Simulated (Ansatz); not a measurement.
Reaction (SMILES): [S]=[Ge] (S-Ge) (closed-shell singlet) → Ge atom + S atom
B3LYP-D3(BJ)/def2-TZVP geometries, fixed; electronic energies without zero-point terms.

Energies in hartree at PBE with Ansatz (a quantum-chemistry and plane-wave program); the atomisation energy is their sum with the coefficients shown, times 627.509 kcal/mol a hartree. All functions are spherical. Open shells are unrestricted. No added dispersion term, no relativity.

| species | coefficient | part | aug-cc-pV(D+d)Z | aug-cc-pV(T+d)Z | aug-cc-pV(Q+d)Z |
|---|---|---|---|---|---|
| [S]=[Ge] (S-Ge) (closed-shell singlet) | -1 | PBE | -2474.72504 | -2474.80516 | -2474.81141 |
| Ge atom | +1 | PBE | -2076.57461 | -2076.64125 | -2076.64400 |
| S atom | +1 | PBE | -397.93343 | -397.94486 | -397.94789 |

Question: Predict the atomisation energy in aug-cc-pV(5+d)Z (X = 5): let each PBE step shrink by the ratio of the last two. Compare with the run.

Answer: 
- [S]=[Ge] (S-Ge) (closed-shell singlet): steps -0.08012 and -0.00625, ratio 0.078, so PBE -2474.81190 (run: -2474.82018).
- Ge atom: steps -0.06664 and -0.00275, ratio 0.041, so PBE -2076.64411 (run: -2076.64948).
- S atom: steps -0.01143 and -0.00303, ratio 0.265, so PBE -397.94869 (run: -397.95123).
Predicted 137.49 kcal/mol; the run in aug-cc-pV(5+d)Z gives 137.72, a miss of -0.23. Keeping the value in aug-cc-pV(Q+d)Z, 137.75, would miss by 0.03. All sums are of the energies as printed.
